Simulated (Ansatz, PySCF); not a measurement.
System: SeCl (charge +1, singlet). This is an excited singlet: at this geometry the triplet lies 1.04 eV lower at CCSD(T)/CBS(def2-TZVPPD,def2-QZVPPD). 
Coordinates optimised at B3LYP-D3(BJ)/def2-TZVP (Ansatz, a quantum-chemistry and plane-wave program):
SMILES: [Se+]Cl
```xyz
2

Se     0.0000     0.0000    -0.6808
Cl     0.0000     0.0000     1.3615
```
Charge +1, spin multiplicity 1.

Total electronic energies in hartree. Valence correlation only, unless marked. No spin-orbit coupling. Frozen are the shells of the preceding noble gas and the d and f shells that filled before the atom's block. Non-relativistic. CBS(X,Y): correlation extrapolated as X^-3; Hartree-Fock from the larger set. The bracket is a focal-point correction in the basis named. The program attaches cautions to a run behind CCSDT/def2-SVP: other roots.

The Hartree-Fock reference is unstable (checked in the largest basis), which strains HF and MP2. The T1 diagnostic of CCSD in the largest basis is 0.028, which is high, so the coupled-cluster rows are less sure than usual.

```
level                                                                 program  energy (Eh)
-------------------------------------------------------------  --------------  -----------
HF/STO-3G                                                              Ansatz  -2827.77832
HF/6-31G*                                                              Ansatz  -2858.62210
SVWN5/def2-TZVPD                                                       Ansatz          ___
BLYP-D3(BJ)/def2-TZVPD                                         Ansatz + dftd3  -2861.41719
revPBE/def2-TZVPD                                                      Ansatz  -2861.08890
BP86-D3(BJ)/def2-TZVPD                                          PySCF + dftd3          ___
TPSS/def2-TZVPD                                                         PySCF  -2861.31598
TPSS-D3(BJ)/def2-TZVPD                                          PySCF + dftd3  -2861.31761
PBE0-D3(BJ)/def2-TZVPD                                         Ansatz + dftd3  -2860.92348
BHLYP/def2-TZVPD                                                       Ansatz  -2861.34262
r2SCANh/def2-TZVPD                                                     Ansatz  -2861.30469
PW6B95-D3(BJ)/def2-TZVPD                                        PySCF + dftd3  -2862.80246
M06-2X/def2-TZVPD                                                       PySCF          ___
LC-wPBE-D3(BJ)/def2-TZVPD                                      Ansatz + dftd3  -2860.89159
wB97X-V/def2-TZVPD                                                     Ansatz  -2861.06384
B2GP-PLYP-D3(BJ)/def2-TZVPD                                    Ansatz + dftd3  -2860.62409
MP2/def2-SVP                                                           Ansatz  -2858.73552
RI-MP2/def2-QZVPP                                                      Ansatz  -2859.37126
CCSD/def2-TZVPPD                                                       Ansatz  -2859.31419
CCSD(T)/6-31G*                                                         Ansatz  -2858.89384
CCSDT/def2-SVP                                                         Ansatz  -2858.78206
RI-MP2/CBS(def2-TZVPPD,def2-QZVPPD)+[CCSD(T)-MP2]/def2-QZVPPD          Ansatz   -2859.4432
CCSD(T)/CBS(def2-TZVPPD,def2-QZVPPD)                                   Ansatz   -2859.4422
```

Problem. What belongs in the gaps?

Solution. 
- SVWN5/def2-TZVPD, energy (Eh): -2856.47437
- BP86-D3(BJ)/def2-TZVPD, energy (Eh): -2861.68511
- M06-2X/def2-TZVPD, energy (Eh): -2861.36385
